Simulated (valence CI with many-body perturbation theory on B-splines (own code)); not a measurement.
## E1 transitions of W61+

Computed by relativistic CI+MBPT: three valence electrons over a frozen Dirac-Fock core [Ne], radial functions for each j: 11 s, 11 p, 10 d, 8 f, 5 g, 2 h, with the one-electron correlation potential Σ1, the two-electron term Σ2, the three-electron term Σ3, Breit, model QED; selected CI, second order for the rest, scaled by the run's own slope (own B-spline code, finite nucleus).

No measured spectrum was set against this ion. As an estimate, large intervals hold to a few tenths of a per cent, small ones and those within an open d or f shell to about a per cent.

Lines 101 to 150 of 591 in falling wavelength, among levels below 26461 × 10³ cm⁻¹, chosen from the strongest by gf and those to the six lowest levels. Wavelengths and rates use the calculated energies. Electric multipoles are in the length gauge with retardation, E1 and E2 with the static RPA response of the core. Weak lines are less certain than strong ones. Lines between different terms over intervals too small for the method are left out, as are lines whose strength nearly cancels. The highest levels of a list are the least certain.

Levels are named by their leading jj configuration (3d3/2^4 stands for four electrons in 3d with j = 3/2), which in mixed levels can hold well under half, so a name can repeat and another be missing. Letters in brackets count levels of one name in rising energy.

```tsv
λ vac (nm)	Upper	Lower	A (s⁻¹)	log gf	Branch %
4.250	(3p1/2 3d5/2^2) J=9/2	(3p1/2 3p3/2 3d5/2) J=7/2 [b]	2.29e+11	-0.21	56.3
4.233	(3s 3p1/2 3d5/2) J=5/2 [a]	(3s 3p1/2 3p3/2) J=5/2	8.78e+09	-1.85	3.1
4.231	(3p3/2 3d3/2 3d5/2) J=3/2 [a]	(3p3/2^2 3d3/2) J=3/2 [a]	9.41e+10	-1.00	2.5
4.225	(3p3/2 3d3/2 3d5/2) J=5/2 [b]	(3p3/2^2 3d3/2) J=3/2 [a]	1.76e+11	-0.55	4.8
4.225	(3d3/2 3d5/2^2) J=9/2	(3p3/2 3d3/2 3d5/2) J=7/2 [b]	3.88e+10	-0.98	2.0
4.220	(3s 3d3/2 3d5/2) J=1/2	(3s 3p3/2 3d3/2) J=1/2 [b]	2.22e+11	-0.93	6.1
4.219	(3p3/2 3d5/2^2) J=5/2 [b]	(3p3/2^2 3d5/2) J=3/2	1.90e+11	-0.52	7.6
4.215	(3d3/2 3d5/2^2) J=7/2 [a]	(3p3/2 3d3/2 3d5/2) J=5/2 [b]	1.30e+11	-0.56	6.1
4.194	(3p3/2 3d3/2 3d5/2) J=3/2 [c]	(3p3/2^2 3d3/2) J=3/2 [b]	1.60e+11	-0.77	4.1
4.184	(3s 3p1/2 3d5/2) J=5/2 [b]	(3s 3p1/2 3p3/2) J=3/2 [b]	1.55e+11	-0.61	60.8
4.182	(3d3/2 3d5/2^2) J=7/2 [b]	(3p3/2 3d3/2 3d5/2) J=9/2 [b]	8.34e+10	-0.76	4.1
4.175	(3s 3d5/2^2) J=9/2	(3s 3p3/2 3d5/2) J=7/2 [a]	2.60e+11	-0.17	39.9
4.174	(3p3/2 3d5/2^2) J=5/2 [a]	(3p3/2^2 3d5/2) J=7/2	1.01e+11	-0.80	4.7
4.173	(3d5/2^3) J=5/2	(3p3/2 3d5/2^2) J=5/2 [b]	3.33e+11	-0.28	34.4
4.172	(3s 3d5/2^2) J=3/2	(3s 3p3/2 3d5/2) J=1/2	1.66e+11	-0.76	17.7
4.172	(3d3/2^2 3d5/2) J=3/2	(3p3/2 3d3/2^2) J=1/2	8.44e+10	-1.06	2.3
4.170	(3s 3d3/2 3d5/2) J=5/2 [b]	(3s 3p3/2 3d3/2) J=3/2 [b]	1.46e+11	-0.64	4.6
4.162	(3p1/2 3d3/2 3d5/2) J=5/2 [a]	(3p1/2 3p3/2 3d3/2) J=3/2 [a]	1.26e+11	-0.71	30.7
4.159	(3d3/2^2 3d5/2) J=5/2 [a]	(3p3/2 3d3/2^2) J=3/2 [a]	1.53e+11	-0.62	4.3
4.151	(3p1/2 3p3/2 3d5/2) J=5/2 [a]	(3p1/2 3p3/2^2) J=5/2	1.20e+11	-0.73	7.6
4.151	(3p3/2 3d5/2^2) J=7/2 [a]	(3p3/2^2 3d5/2) J=7/2	8.78e+10	-0.74	4.5
4.150	(3d3/2^2 3d5/2) J=9/2	(3p3/2 3d3/2^2) J=7/2	2.76e+11	-0.15	8.8
4.142	(3p3/2 3d5/2^2) J=7/2 [a]	(3p3/2^2 3d5/2) J=9/2	7.14e+10	-0.83	3.7
4.135	(3d3/2^2 3d5/2) J=7/2	(3p3/2 3d3/2^2) J=7/2	6.92e+10	-0.85	2.1
4.131	(3d5/2^3) J=5/2	(3p3/2 3d5/2^2) J=7/2 [b]	1.45e+11	-0.65	15.0
4.131	(3d3/2 3d5/2^2) J=7/2 [b]	(3p3/2 3d3/2 3d5/2) J=5/2 [c]	7.66e+10	-0.80	3.8
4.129	(3s 3d5/2^2) J=7/2	(3s 3p3/2 3d5/2) J=7/2 [b]	1.40e+11	-0.54	18.0
4.129	(3p3/2 3d3/2 3d5/2) J=5/2 [d]	(3p3/2^2 3d3/2) J=3/2 [b]	3.06e+11	-0.33	8.3
4.128	(3d3/2 3d5/2^2) J=5/2 [b]	(3p3/2 3d3/2 3d5/2) J=5/2 [c]	1.24e+11	-0.72	5.9
4.122	(3p1/2 3d5/2^2) J=5/2	(3p1/2 3p3/2 3d5/2) J=7/2 [b]	6.45e+10	-1.01	12.3
4.117	(3s 3p1/2 3d5/2) J=3/2	(3s 3p1/2 3p3/2) J=3/2 [b]	6.33e+10	-1.19	9.6
4.113	(3d3/2^2 3d5/2) J=7/2	(3p3/2 3d3/2^2) J=5/2	2.19e+11	-0.35	6.6
4.112	(3s 3p3/2 3d5/2) J=5/2 [a]	(3s 3p3/2^2) J=5/2	2.13e+11	-0.49	27.6
4.112	(3p1/2 3d3/2 3d5/2) J=5/2 [b]	(3p1/2 3p3/2 3d3/2) J=3/2 [b]	1.42e+11	-0.66	5.8
4.111	(3s 3p3/2 3d5/2) J=1/2	(3s 3p3/2^2) J=1/2	3.63e+11	-0.74	49.0
4.111	(3p3/2 3d5/2^2) J=9/2	(3p3/2^2 3d5/2) J=7/2	2.05e+11	-0.28	9.6
4.109	(3p1/2 3p3/2 3d5/2) J=1/2	(3p1/2 3p3/2^2) J=1/2	3.02e+11	-0.82	25.4
4.106	(3d3/2 3d5/2^2) J=3/2 [b]	(3p3/2 3d3/2 3d5/2) J=1/2 [b]	1.86e+11	-0.73	8.5
4.105	(3p1/2 3d3/2 3d5/2) J=7/2 [a]	(3p1/2 3p3/2 3d3/2) J=5/2 [a]	1.53e+11	-0.51	54.7
4.105	(3p1/2 3d3/2 3d5/2) J=3/2 [a]	(3p1/2 3p3/2 3d3/2) J=1/2 [a]	8.25e+10	-1.08	20.7
4.104	(3d5/2^3) J=9/2	(3p3/2 3d5/2^2) J=9/2	3.30e+11	-0.08	43.9
4.102	(3p3/2 3d5/2^2) J=9/2	(3p3/2^2 3d5/2) J=9/2	2.86e+11	-0.14	13.3
4.101	(3s 3d3/2 3d5/2) J=3/2 [b]	(3s 3p3/2 3d3/2) J=3/2 [b]	1.48e+11	-0.83	4.9
4.095	(3p3/2 3d3/2 3d5/2) J=7/2 [c]	(3p3/2^2 3d3/2) J=5/2	4.38e+11	-0.06	12.1
4.094	(3p1/2 3d3/2 3d5/2) J=9/2	(3p1/2 3p3/2 3d3/2) J=7/2	1.97e+11	-0.31	71.4
4.087	(3d5/2^3) J=3/2	(3p3/2 3d5/2^2) J=1/2	2.16e+11	-0.66	23.2
4.086	(3d3/2^2 3d5/2) J=5/2 [b]	(3p3/2 3d3/2^2) J=3/2 [b]	2.78e+11	-0.38	7.7
4.084	(3d3/2^2 3d5/2) J=1/2	(3p3/2 3d3/2^2) J=1/2	2.22e+11	-0.95	5.9
4.084	(3d3/2 3d5/2^2) J=5/2 [b]	(3p3/2 3d3/2 3d5/2) J=7/2 [c]	1.08e+11	-0.79	5.2
4.081	(3s 3d3/2 3d5/2) J=7/2 [a]	(3s 3p3/2 3d3/2) J=5/2 [a]	2.40e+11	-0.32	9.2
```

(1) How does gf follow from A for the line at 4.142 nm?

Answers

(1) gf = 1.4992 × (2J+1)_upper × A / σ², with σ = 2414362 cm⁻¹ and 2J+1 = 8: gf = 0.147.
